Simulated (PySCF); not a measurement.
## Correlation energy of Mo⁻ (molybdenum, charge -1)

[Kr] 4d5 5s2, high-spin 6S determinant. All numbers are calculated (PySCF 2.14, a scalar-relativistic core potential, in aug-cc-pwCVDZ-PP with ECP28MDF). Frozen: 4s2 4p6; 7 electrons correlated.

| level | correlation energy (mhartree) |
| --- | --- |
| CCSD | -116.07 |
| (T) | -5.27 |
| CCSD(T) | -121.34 |

Diagnostics: T1 = 0.12, D1 = 0.4260, largest double amplitude 0.087.

T1 exceeds 0.03, a sign that the reference determinant is poor.

Cost of the coupled-cluster step: roughly 8 core-seconds, for 7 correlated electrons.

Iterations:

```
CC2 = 0
CCSD nocc = (np.int64(6), np.int64(1)), nmo = (66, 66)
frozen orbitals [[0, 1, 2, 3], [0, 1, 2, 3]]
max_cycle = 100
direct = 0
conv_tol = 1e-08
conv_tol_normt = 1e-06
diis_space = 8
diis_start_cycle = 0
Init t2, MP2 energy = -0.0949139551382763
Init E_corr(UCCSD) = -0.0949139551673396
cycle = 1  E_corr(UCCSD) = -0.103583062000497  dE = -0.00866910683  norm(t1,t2) = 0.129537
cycle = 2  E_corr(UCCSD) = -0.10772853299188  dE = -0.00414547099  norm(t1,t2) = 0.0808376
cycle = 3  E_corr(UCCSD) = -0.115827606080723  dE = -0.00809907309  norm(t1,t2) = 0.0652444
cycle = 4  E_corr(UCCSD) = -0.115134989888152  dE = 0.000692616193  norm(t1,t2) = 0.0155701
cycle = 5  E_corr(UCCSD) = -0.115814958400001  dE = -0.000679968512  norm(t1,t2) = 0.0126624
cycle = 6  E_corr(UCCSD) = -0.11609491230132  dE = -0.000279953901  norm(t1,t2) = 0.00352873
cycle = 7  E_corr(UCCSD) = -0.115962357518224  dE = 0.000132554783  norm(t1,t2) = 0.00248711
cycle = 8  E_corr(UCCSD) = -0.11609505837689  dE = -0.000132700859  norm(t1,t2) = 0.00155438
cycle = 9  E_corr(UCCSD) = -0.116058302329853  dE = 3.6756047e-05  norm(t1,t2) = 0.00062834
cycle = 10  E_corr(UCCSD) = -0.116067592384821  dE = -9.29005497e-06  norm(t1,t2) = 0.000239936
cycle = 11  E_corr(UCCSD) = -0.116070467443556  dE = -2.87505874e-06  norm(t1,t2) = 9.93305e-05
cycle = 12  E_corr(UCCSD) = -0.116069697403459  dE = 7.70040097e-07  norm(t1,t2) = 2.90599e-05
cycle = 13  E_corr(UCCSD) = -0.116069653128757  dE = 4.42747021e-08  norm(t1,t2) = 7.37902e-06
cycle = 14  E_corr(UCCSD) = -0.116069617609635  dE = 3.55191218e-08  norm(t1,t2) = 2.44094e-06
cycle = 15  E_corr(UCCSD) = -0.116069641161907  dE = -2.35522719e-08  norm(t1,t2) = 8.08156e-07
cycle = 16  E_corr(UCCSD) = -0.116069642597108  dE = -1.43520104e-09  norm(t1,t2) = 3.1307e-07
UCCSD converged
E(UCCSD) = -67.44905761177525  E_corr = -0.1160696425971083
UCCSD(T) correction = -0.00526897725669906
```
